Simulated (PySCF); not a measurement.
Ag(I) anion (AgI), SMILES [Ag][I] (connectivity only; charge and spin as stated), charge -1, multiplicity 2. Atoms are numbered in the order given.

```xyz
2

Ag     0.0000     0.0000    -1.5093
I      0.0000     0.0000     1.3384
```
Charge -1, spin multiplicity 2.

The structure is a stationary point at B3LYP-D3(BJ)/def2-TZVPD. The spin state was assumed, not searched. The def2 effective core potentials stand for the cores of Ag, I; spin–orbit coupling is left out.

Calculation: B3LYP/def2-TZVPD run with PySCF.

Mulliken values depend strongly on the basis, most of all with diffuse functions as here. ESP charges are fitted to the potential on shells at 1.4 to 2.0 van der Waals radii. Atomic charges (e):

```json
[
 {"atom": "Ag1", "ESP fit": "(withheld)", "Mulliken": "-0.39", "Mulliken spin": "0.88"},
 {"atom": "I2", "ESP fit": "(withheld)", "Mulliken": "-0.61", "Mulliken spin": "0.12"}
]
```

Complete the blanks. (The exact figures need the calculation; the answer reports its results.)


- Ag1, ESP fit: -0.39
- I2, ESP fit: -0.61
